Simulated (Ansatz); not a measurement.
`[SH][Ga]([Br])[Br]` + H₂S → `[SH][Ga]([SH])[Br]` + HBr  (ligand exchange at a Ga–Br bond)

Program: Ansatz. Geometries: PBE0-D4/def2-TZVP. ΔE: electronic, gas phase. CCSD(T)/CBS is the MP2 limit (def2-TZVPP, def2-QZVPP) plus CCSD(T) − MP2 in def2-TZVPP, frozen cores. This one scheme is used for every species. DFT in def2-TZVPP. B3LYP here is the variant with VWN-RPA as its local correlation; programs differ in this. For Br, Ga outer-core shells are correlated without core-valence functions, which leaves a few kJ/mol of doubt a bond. Scalar relativity is left out up to krypton. One conformer a species, not always the lowest.

| level | ΔE (kJ/mol) | difference from CCSD(T)/CBS |
| --- | --- | --- |
| PBE-D4 | 29.6 | -3.7 |
| r2SCAN-D4 | 32.8 | -0.5 |
| PBE0-D4 | 32.7 | -0.6 |
| B3LYP-D4 | 34.5 | 1.2 |
| ωB97X-V | 35.3 | 2.0 |
| ωB97M-V | 34.7 | 1.4 |
| B2PLYP | 35.7 | 2.4 |
| PBE | 30.5 | -2.8 |
| r2SCAN | 33.1 | -0.2 |
| HF/def2-TZVPP | 47.5 | 14.2 |
| CCSD/def2-TZVPP | 36.2 | 2.9 |
| CCSD(T)/def2-TZVPP | 34.2 | 0.9 |
| MP2/def2-QZVPP | 33.8 | 0.5 |
| SCS-MP2/def2-QZVPP | 35.5 | 2.2 |
| MP2/CBS(def2) | 33.4 | 0.1 |
| CCSD/CBS(def2) | 35.3 | 2.0 |
| CCSD(T)/CBS | 33.3 | 0 |

Largest T1 diagnostic among the species: 0.011.

From PBE to PBE0 (25 % exact exchange), in def2-TZVPP and without D4, ΔE moves by +3.0 kJ/mol. In def2-TZVPP, CCSD(T) changes the Hartree–Fock value by −13.3 kJ/mol (the triples alone add −2.0 kJ/mol) and MP2 by −13.3 kJ/mol.

CCSD(T)/CBS has its own doubt, a few kJ/mol and more with outer-core shells, so smaller differences from it don't rank the levels.
